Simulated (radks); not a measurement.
Values are calculated unless marked as measured or tabulated.
Neutral potassium, configuration [Ar] 4s1.

Code: a radial shooting solver on a logarithmic mesh with Libxc functionals. Model: scalar-relativistic Kohn-Sham, r2SCAN, spin-polarised, spherical densities, finite nucleus; open shells are filled with parallel spins first; meta-GGA in the generalised Kohn-Sham scheme; Fermi nuclear charge, rms radius 3.4349 fm.

Energy parts (eV):
part                      energy
total                 -16388.841
kinetic                16487.849
electron-nucleus      -38996.753
Hartree                 7033.132
exchange-correlation    -913.070

Orbitals (lengths in bohr, moments of r in powers of bohr; r(max) is where P^2 peaks; r(90%) holds 90 % of the orbital's charge):
| orbital | occ. | eigenvalue (eV) | r(90%) | r(max) | <r^4> |
|---|---|---|---|---|---|
| 1s up | 1 | -3538.944 | 0.145 | 0.05303 | 0.0002021 |
| 1s down | 1 | -3538.929 | 0.145 | 0.05303 | 0.0002021 |
| 2s up | 1 | -359.4929 | 0.602 | 0.3176 | 0.05589 |
| 2s down | 1 | -359.4793 | 0.602 | 0.3176 | 0.05588 |
| 2p up | 3 | -283.9143 | 0.578 | 0.2628 | 0.04852 |
| 2p down | 3 | -283.8983 | 0.578 | 0.2628 | 0.04851 |
| 3s up | 1 | -36.7578 | 1.92 | 1.077 | 5.794 |
| 3s down | 1 | -36.7141 | 1.92 | 1.078 | 5.828 |
| 3p up | 3 | -19.4438 | 2.24 | 1.157 | 11.18 |
| 3p down | 3 | -19.3931 | 2.23 | 1.158 | 10.74 |
| 4s up | 1 | -2.5947 | 7.43 | 4.201 | 1282 |

The highest occupied level is 4s up at -2.595 eV. The density falls to 0.001 e/bohr^3 at r = 4.46 bohr.
